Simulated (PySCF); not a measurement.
In(OH)(OMe)(NH2) (CH6InNO2), SMILES C[O][In]([NH2])[OH]. Atoms are numbered in the order given.

```xyz
11

In    -0.0314     0.1500     0.2754
O     -1.5147    -1.0998     0.8068
H     -1.9672    -0.7962     1.6064
O      0.7888    -0.2233    -1.5148
C      0.4361    -1.3275    -2.3090
H     -0.6563    -1.4349    -2.4602
H      0.8940    -1.2057    -3.3083
H      0.8035    -2.2895    -1.8978
N      0.5247     1.8548     1.2619
H      1.4473     2.1824     0.9728
H      0.5357     1.7583     2.2776
```
Charge 0, spin multiplicity 1.

Geometry: B3LYP-D3(BJ)/def2-SVP. The structure was generated by enumeration; whether it is a known compound was not checked. The def2 effective core potentials stand for the cores of In; spin–orbit coupling is left out. The values are those of a single conformer.

Computed with ωB97X/def2-TZVP (PySCF).

ESP charges are fitted to the potential on shells at 1.4 to 2.0 van der Waals radii. Atomic charges (e):

```
atom  Löwdin     ESP fit  Mulliken
----  ------  ----------  --------
In1     0.47        1.07      0.94
O2     -0.33       -0.78     -0.66
H3      0.16        0.38      0.31
O4     -0.11       -0.51     -0.53
C5     -0.40  (withheld)     -0.15
H6      0.10  (withheld)      0.10
H7      0.10  (withheld)      0.11
H8      0.10  (withheld)      0.10
N9     -0.40  (withheld)     -0.70
H10     0.16  (withheld)      0.24
H11     0.15  (withheld)      0.23
```

Q: Some entries are withheld; supply them. (The exact figures need the calculation; the answer reports its results.)

A: 
- C5, ESP fit: -0.07
- H6, ESP fit: 0.09
- H7, ESP fit: 0.07
- H8, ESP fit: 0.06
- N9, ESP fit: -0.93
- H10, ESP fit: 0.32
- H11, ESP fit: 0.30
